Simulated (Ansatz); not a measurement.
`COB(F)S` + H–F → `FB(F)S` + CH₃OH  (ligand exchange at a B–O bond)

Gas-phase electronic energies from Ansatz, PBE0-D4/def2-TZVP geometries. CBS: def2 TZ/QZ extrapolation, frozen cores. Functionals use def2-TZVPP. B3LYP here is the variant with VWN-RPA as its local correlation; programs differ in this. Each species was taken in one conformer, which may not be the lowest.

| level | ΔE (eV) |
| --- | --- |
| B3LYP-D4 | -0.09 |
| HF/def2-QZVPP | -0.19 |

Q: What does CCSD(T)/CBS give? (An estimate is asked.)

A: Ansatz gave: -0.04 eV. The listed levels differ from it by -0.05, -0.15 eV.

Largest T1 diagnostic among the species: 0.013.

The D4 term adds +0.06 eV with B3LYP and +0.04 eV with PBE0; it sums over pairs of atoms, weighted by their polarisabilities, and B3LYP, whose exchange is more repulsive, gets the larger term. In def2-TZVPP, CCSD(T) changes the Hartree–Fock value by +0.12 eV (the triples alone add +0.02 eV) and MP2 by +0.15 eV.
